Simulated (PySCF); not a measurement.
ClH₂Si, SMILES Cl[SiH2] (connectivity only; charge and spin as stated), charge +1, multiplicity 1.

Geometry: B3LYP-D3(BJ)/def2-TZVP. The spin state was assumed, not searched. The isomer is the one that the SMILES or the coordinates give; other isomers of the formula were not compared.

Two levels are set side by side: PBE/def2-TZVPD (PySCF) and CAM-B3LYP/def2-TZVPD (PySCF). Same geometry, gas phase. Differences are taken from unrounded values.

```tsv
quantity	CAM-B3LYP
orbital gap (eV)	8.91
highest occupied level (eV)	-17.34
lowest empty level (eV)	-8.43
mean polarisability (bohr³)	32.2
```

Task: What does PBE give, and how far is it from CAM-B3LYP? (An estimate is asked for; the answer gives what the named calculation found.)

Result: 
```json
[
 {"quantity": "orbital gap (eV)", "PBE": "4.18", "PBE minus CAM-B3LYP": "-4.74"},
 {"quantity": "highest occupied level (eV)", "PBE": "-14.63", "PBE minus CAM-B3LYP": "2.71"},
 {"quantity": "lowest empty level (eV)", "PBE": "-10.46", "PBE minus CAM-B3LYP": "-2.03"},
 {"quantity": "mean polarisability (bohr³)", "PBE": "33.3", "PBE minus CAM-B3LYP": "1.1"}
]
```

PBE's occupied levels lie high since its potential decays too fast outside the molecule; exact exchange lowers them and widens the gap. Loosely held outer electrons make PBE densities more polarisable. Differences between two approximate levels are no errors against the true value.

Rough cost on one machine, each run with all the roots and properties that it gave: CAM-B3LYP against PBE within a factor of 2.
